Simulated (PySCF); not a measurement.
## Pt⁻ (platinum, charge -1) across methods

[Xe] 4f14 5d9 6s2, 2D determinant. Computed with PySCF 2.14 in x2c-TZVPPall with one added diffuse shell each of s, p, d, f type (12s8p8d4f1g, 113 functions), with scalar relativity by spin-free X2C-1e.

```tsv
method	E (hartree)	mean ε 5d α (eV)	mean ε 6s β (eV)	mean ε 5d β (eV)	Σ⟨r²⟩ (bohr²)	⟨S²⟩
PBE	-18415.89	0.258	0.517	0.817	83.35	0.754
PBE0	-18415.63	-1.246	0.013	-0.537	82.68	0.755
r2SCAN	-18415.92	0.106	0.405	0.721	81.32	0.757
UHF	-18410.15560	-5.497	-0.823	-4.455	89.52	0.774
```

Problem. Estimate the same row for LDA.

Solution. E (hartree) = -18404.51; mean ε 5d α (eV) = 0.151; mean ε 6s β (eV) = 0.305; mean ε 5d β (eV) = 0.699; Σ⟨r²⟩ (bohr²) = 82.09; ⟨S²⟩ = 0.752.

Spin-orbit coupling, absent here, splits the open shell strongly.

The highest occupied level is positive at PBE, PBE0, LDA, r2SCAN: only the finite basis holds that electron, which in a density functional comes from self-interaction.
